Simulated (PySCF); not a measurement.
C2H5FSi2, SMILES C#C[Si@@H](F)[SiH3]. Atoms are numbered in the order given.

```xyz
10

C      2.0638     1.9242     0.2672
C      1.3410     1.0115    -0.0902
Si     0.1784    -0.3138    -0.5824
F      0.8053    -1.7566    -0.1408
Si    -1.8603    -0.0029     0.5371
H      2.7080     2.7268     0.5787
H      0.0451    -0.3195    -2.0634
H     -2.8256    -1.0825     0.1787
H     -1.6270    -0.0137     2.0096
H     -2.4306     1.3170     0.1361
```

Geometry: B3LYP-D3(BJ)/def2-SVP. The structure was generated by enumeration; whether it is a known compound was not checked.

These are B3LYP-D3(BJ)/def2-SVP (PySCF) values and carry that method's errors.

Frequencies are harmonic and unscaled.

Computed harmonic wavenumbers and intensities:
| mode | ν (cm⁻¹) | IR (km/mol) | Raman (Å⁴/amu) | depolarisation | moving atoms (share of kinetic energy) |
|---|---|---|---|---|---|
| 1 | 89 | 0.4 | 5.7 | 0.73 | C 37 %, Si 36 %, H 19 % |
| 2 | 99 | 0.2 | 0.4 | 0.75 | H 95 % |
| 3 | 157 | 1.6 | 7.0 | 0.75 | C 37 %, F 26 %, Si 20 %, H 17 % |
| 4 | 164 | 6.4 | 2.0 | 0.73 | F 54 %, Si 23 %, H 14 %, C 9 % |
| 5 | 292 | 21.8 | 4.5 | 0.66 | C 66 %, H 23 %, Si 10 % |
| 6 | 354 | 33.7 | 3.4 | 0.62 | C 57 %, Si 16 %, F 15 %, H 12 % |
| 7 | 417 | 1.7 | 17.6 | 0.19 | Si 58 %, H 22 %, C 13 % |
| 8 | 514 | 18.2 | 8.4 | 0.74 | H 81 %, Si 13 % |
| 9 | 540 | 30.5 | 7.9 | 0.54 | H 61 %, Si 32 % |
| 10 | 645 | 64.5 | 3.6 | 0.69 | C 45 %, Si 43 %, H 11 % |
| 11 | 734 | 25.2 | 1.9 | 0.72 | H 76 %, C 24 % |
| 12 | 764 | 21.5 | 1.5 | 0.74 | H 75 %, C 25 % |
| 13 | 782 | 346.8 | 12.2 | 0.68 | H 86 %, Si 11 % |
| 14 | 823 | 18.3 | 11.5 | 0.75 | H 77 %, F 20 % |
| 15 | 877 | 163.5 | 5.7 | 0.54 | H 61 %, Si 23 %, F 15 % |
| 16 | 901 | 61.2 | 5.8 | 0.73 | H 46 %, Si 30 %, F 24 % |
| 17 | 939 | 54.6 | 23.0 | 0.74 | H 97 % |
| 18 | 943 | 77.3 | 24.2 | 0.74 | H 93 % |
| 19 | 2147 | 56.3 | 181.8 | 0.26 | C 90 %, H 10 % |
| 20 | 2212 | 56.2 | 187.2 | 0.05 | H 99 % |
| 21 | 2223 | 91.9 | 135.2 | 0.63 | H 96 % |
| 22 | 2229 | 34.9 | 177.5 | 0.52 | H 96 % |
| 23 | 2240 | 150.3 | 150.4 | 0.10 | H 97 % |
| 24 | 3454 | 52.6 | 46.3 | 0.26 | H 86 %, C 14 % |
